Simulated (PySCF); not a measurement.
C3H8AlCl, SMILES C[CH2][Al]([CH3])[Cl].

Geometry optimised at B3LYP-D3(BJ)/def2-SVP. One conformer was computed; it need not be the lowest.

Vertical ionisation energy (IE) and electron affinity (EA) in eV. Rows of orbital energies are one-electron estimates. Where ΔSCF, EOM or ADC give a negative EA the extra electron is unbound and the value depends on the basis.

| level | IE | EA |
|---|---|---|
| −ε(HOMO), −ε(LUMO), B3LYP/def2-TZVP (PySCF) | 7.36 | 0.87 |
| −ε(HOMO), −ε(LUMO), PBE/def2-TZVP (PySCF) | 6.32 | 1.44 |
